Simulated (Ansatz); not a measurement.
`CB1N[SiH2]1` + `[CH3][SnH3]` → `C[CH2][SnH3]` + `B1N[SiH2]1` at 298.15 K and 1 bar (formal exchange of groups at a C–B bond).

Calculated with Ansatz (gas phase, PBE0-D4/def2-TZVP geometries, no zero-point term in ΔE). CBS: MP2 limit from def2 TZ/QZ plus the TZ coupled-cluster correction, frozen cores. Elements past krypton have def2 core potentials. For Sn outer-core shells are correlated without core-valence functions, which leaves a few kJ/mol of doubt a bond.

| species | CCSD(T)/CBS energy (Eh) | H − E (kJ/mol) | S (J/(mol·K)) |
| --- | --- | --- | --- |
| `CB1N[SiH2]1` | -410.25190 | 209.3 | 310.2 |
| `[CH3][SnH3]` | -255.66383 | 162.1 | 284.7 |
| `C[CH2][SnH3]` | -294.92046 | 241.4 | 327.2 |
| `B1N[SiH2]1` | -370.97252 | 130.3 | 266.7 |

H − E and S are ideal-gas, rigid-rotor, harmonic terms from PBE0-D4/def2-TZVP. 1 Eh = 2625.50 kJ/mol, R = 8.31446 J/(mol·K).

By hand: ΔE, ΔH, ΔS and ΔG.

ΔE = (-294.92046) + (-370.97252) − (-410.25190) − (-255.66383) = 0.02275 Eh = 59.7 kJ/mol. Δ(H − E) = 241.4 + 130.3 − 209.3 − 162.1 = 0.3, so ΔH = 60.0 kJ/mol. ΔS = 327.2 + 266.7 − 310.2 − 284.7 = -1.0 J/(mol·K). ΔG = 60.0 − 298.15 × (-1.0)/1000 = 60.3 kJ/mol.

By hand: the equilibrium constant, and the temperature at which ΔG would vanish if ΔH and ΔS stayed fixed.

log₁₀ K = −ΔG/(RT ln 10) = -10.6. ΔH and −TΔS have one sign here, so there is no such temperature.

The number of gas molecules stays the same, so ΔS is small and ΔH decides. A doubt of 5 kJ/mol in ΔE shifts log₁₀ K by 0.9 here. These are equilibria of isolated gas molecules and say nothing of rates. Largest T1 diagnostic: 0.014 (customary marks: 0.02 for closed shells, 0.045 for open ones).

ΔS is within the doubt of such terms, so its sign, and with it that verdict, could turn.
